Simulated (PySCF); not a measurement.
Computed Raman spectrum (relative Raman activity) of a molecule C3H3Cl2F. Geometry optimised at B3LYP-D3(BJ)/def2-SVP. The values are those of a single conformer. All values below come from B3LYP-D3(BJ)/def2-SVP (PySCF). Frequencies are harmonic and unscaled.

Lines under 2 % of the strongest are left out, and lines within 2 cm⁻¹ are merged.

ν (cm⁻¹): 264 (vw), 322 (vw), 449 (vw), 471 (w), 557 (w), 760 (w), 815 (w), 937 (w), 988 (vw), 1035 (vw), 1184 (vw), 1258 (w), 1383 (w), 1459 (vw), 3134 (vs), 3167 (vs), 3239 (s) (against the strongest line: vs over 80 %, s over 45 %, m over 15 %, w over 4 %, vw less)

Question: Identify the compound among the candidates.
(A) F[C@@H]1CC1(Cl)Cl
(B) CC(F)=C(Cl)Cl
(C) C/C(Cl)=C(\F)Cl

Answer: A, F[C@@H]1CC1(Cl)Cl
